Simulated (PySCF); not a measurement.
**Stretching AgCl**

Set-up: basis Ag cc-pVDZ-PP with ECP28, Cl cc-pV(D+d)Z; scalar-relativistic core potentials; PySCF 2.14. Energies in eV from Ag (4d10 5s1) + Cl in their ground configurations at the same level. State: ¹Σ⁺ (singlet), closed shell.

```csv
R (Å),PBE0
1.975,-2.184
2.067,-2.700
2.159,-2.973
2.228,-3.064
2.297,-3.085
2.366,-3.055
2.458,-2.959
2.573,-2.779
2.711,-2.518
2.894,-2.142
```

Problem. Put a parabola through the three lowest points of the PBE0 curve and estimate Re, k and ωe (reduced mass 26.35 u; 1 eV/Å² = 0.16022 mdyn/Å; ωe = 1302.8·√(k/μ) cm⁻¹).

Solution. Through R = 2.228, 2.297, 2.366 Å the second-order coefficient is 5.36 eV/Å², so Re ≈ 2.291 Å, k ≈ 1.72 mdyn/Å and ωe ≈ 332 cm⁻¹. A polynomial fit of higher order to the unrounded PBE0 energies gives Re = 2.288 Å, k = 1.80 mdyn/Å, ωe = 340 cm⁻¹; anharmonicity and rounding make the difference.

The higher-order fit for each curve: PBE0: Re = 2.288 Å, ωe = 340 cm⁻¹, De = 3.09 eV.

Spin–orbit coupling is left out, which matters for elements this heavy, above all for dissociation energies.
